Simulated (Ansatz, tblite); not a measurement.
Forces on the cluster SnS2 at its r2SCAN-D4/def2-TZVP geometry. The state is a singlet with charge 0.

In the def2 sets Sn takes a core potential; there is no spin–orbit coupling. The xTB rows come from tblite. Another isomer (singlet) lies 0.51 eV lower at PBE0-D4/def2-TZVP; other spin states weren't run for this one.

GFN1-xTB (tblite), largest force 0.70 eV/Å:

```xyz
3
positions Å, forces eV/Å
Sn    0.000    0.000    0.000    0.000    0.000    0.000
S     0.456    1.146   -1.800    0.146    0.366   -0.575
S    -0.456   -1.147    1.800   -0.146   -0.366    0.575
```

GFN2-xTB (tblite), largest force 1.46 eV/Å:

```
Sn 0.000 0.000 0.000
S 0.304 0.765 -1.202
S -0.304 -0.766 1.202
```

PBE-D4/def2-TZVP (Ansatz), largest force 0.40 eV/Å:

```
Sn 0.000 -0.001 0.000
S 0.085 0.213 -0.334
S -0.084 -0.212 0.334
```
